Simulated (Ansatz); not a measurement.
`FC[SiH]1CC1` → `C/C([SiH3])=C\F`  (isomerisation)

Calculated with Ansatz (gas phase, PBE0-D4/def2-TZVP geometries, no zero-point term in ΔE). CCSD(T)/CBS is the MP2 limit (def2-TZVPP, def2-QZVPP) plus CCSD(T) − MP2 in def2-TZVPP, frozen cores. DFT in def2-TZVPP. Each species was taken in one conformer, which may not be the lowest.

```
             level  ΔE (kcal/mol)
            B2PLYP          -13.3
               PBE           -9.8
            r2SCAN          -10.8
              PBE0           -9.4
SCS-MP2/def2-TZVPP          -13.6
CCSD(T)/def2-TZVPP          -13.3
    MP2/def2-QZVPP          -11.1
SCS-MP2/def2-QZVPP          -13.1
```

Question: What does CCSD(T)/CBS give? (An estimate is asked.)

Answer: Ansatz gave: -12.4 kcal/mol. The listed levels differ from it by -0.9, 2.6, 1.6, 3.0, -1.2, -0.9, 1.3, -0.7 kcal/mol.

Largest T1 diagnostic among the species: 0.012.

In def2-TZVPP, CCSD(T) changes the Hartree–Fock value by +5.4 kcal/mol (the triples alone add −0.0 kcal/mol) and MP2 by +7.1 kcal/mol.
